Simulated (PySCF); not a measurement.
Species: C5H8GeO.
Numbering: `[CH3:1][GeH2:2][c:3]1[cH:4][cH:5][cH:6][o:7]1` (hydrogens: H8, H9, H10 on C1; H11, H12 on Ge2; H13 on C4; H14 on C5; H15 on C6)

Level: CAM-B3LYP/def2-SVPD in PySCF, non-relativistic, on one gas-phase PBE0-D3(BJ)/def2-SVP geometry that isn't relaxed in the solvent. The solvent is an IEF-PCM continuum (Bondi radii, 1.10 Å for H, scaled by 1.2), and excitations are vertical TDDFT with non-equilibrium linear response and a frozen core. Specific hydrogen bonds and non-electrostatic terms are outside this model. Spin–orbit coupling is left out although an atom past zinc is present.

Gas-phase singlets (H = HOMO, L = LUMO):

```
state  E (eV)  λ (nm)      f            leading configurations
   S1   5.934     209  0.315                 H→L 85%, H→L+1 9%
   S2   6.438     193  0.006              H→L+1 69%, H→L+3 18%
   S3   6.856     181  0.000  H-1→L 42%, H→L+6 25%, H-1→L+1 9%
   S4   7.035     176  0.012   H→L+3 53%, H→L+4 15%, H→L+1 13%
   S5   7.110     174  0.004               H→L+2 73%, H→L+3 8%
```

Task: How does the list change in benzene (ε = 2.271)?

Result: 
```tsv
state	E (eV)	λ (nm)	f	leading configurations	change by rank (eV)
S1	5.812	213	0.396	H→L 86%, H→L+1 8%	-0.122
S2	6.425	193	0.005	H→L+1 70%, H→L+3 19%	-0.013
S3	6.860	181	0.000	H-1→L 44%, H→L+6 26%	+0.004
S4	7.086	175	0.018	H→L+3 56%, H→L+4 16%, H→L+1 12%	+0.051
S5	7.129	174	0.005	H→L+2 78%	+0.019
```

Task: The ground-state energy changes by -0.051 eV from gas to benzene. By how much does the total energy of gas-phase S1 change?

Result: E(S1) = E(S0) + excitation energy, so it changes by -0.051 − 0.122 = -0.173 eV: it is lowered more than the ground state, which is what a red shift means. This is the vertical state, with the slow part of the continuum still set for S0.

Task: How do the frontier levels move from gas to benzene?

Result: 
```json
{"orbital": "LUMO+2", "gas (eV)": "1.69", "solvent (eV)": "1.74", "change (eV)": "+0.05", "Löwdin shares, gas": "C1 19 %, Ge2 15 %, H12 8 %, H9 7 %", "Löwdin shares, solvent": "C1 20 %, Ge2 16 %, H12 9 %, H9 8 %"}
{"orbital": "LUMO+1", "gas (eV)": "1.28", "solvent (eV)": "1.31", "change (eV)": "+0.03", "Löwdin shares, gas": "Ge2 33 %, C4 9 %, O7 8 %, C3 8 %", "Löwdin shares, solvent": "Ge2 34 %, C4 8 %, O7 8 %, H11 8 %"}
{"orbital": "LUMO", "gas (eV)": "0.86", "solvent (eV)": "0.89", "change (eV)": "+0.03", "Löwdin shares, gas": "Ge2 19 %, C3 12 %, C6 12 %, O7 12 %", "Löwdin shares, solvent": "Ge2 18 %, C3 13 %, C6 12 %, O7 12 %"}
{"orbital": "HOMO", "gas (eV)": "-7.88", "solvent (eV)": "-7.88", "change (eV)": "0.00", "Löwdin shares, gas": "C3 26 %, C6 25 %, C4 15 %, C5 14 %", "Löwdin shares, solvent": "C3 26 %, C6 25 %, C4 15 %, C5 14 %"}
{"orbital": "HOMO-1", "gas (eV)": "-9.44", "solvent (eV)": "-9.45", "change (eV)": "-0.01", "Löwdin shares, gas": "C5 28 %, C4 26 %, O7 24 %, C6 8 %", "Löwdin shares, solvent": "C5 28 %, C4 26 %, O7 24 %, C6 8 %"}
{"orbital": "HOMO-2", "gas (eV)": "-10.37", "solvent (eV)": "-10.31", "change (eV)": "+0.06", "Löwdin shares, gas": "C1 37 %, Ge2 25 %, C3 8 %, H11 6 %", "Löwdin shares, solvent": "C1 38 %, Ge2 25 %, C3 8 %, H11 6 %"}
{"orbital": "HOMO-3", "gas (eV)": "-10.66", "solvent (eV)": "-10.62", "change (eV)": "+0.04", "Löwdin shares, gas": "Ge2 33 %, H12 30 %, C1 8 %, C3 8 %", "Löwdin shares, solvent": "Ge2 34 %, H12 29 %, H11 9 %, C1 8 %"}
```

The HOMO–LUMO gap goes from 8.75 to 8.77 eV.

Shape of the structure used: `[CH3:1][GeH2:2][c:3]1[cH:4][cH:5][cH:6][o:7]1`: C1–Ge2–C3–C4 126°.
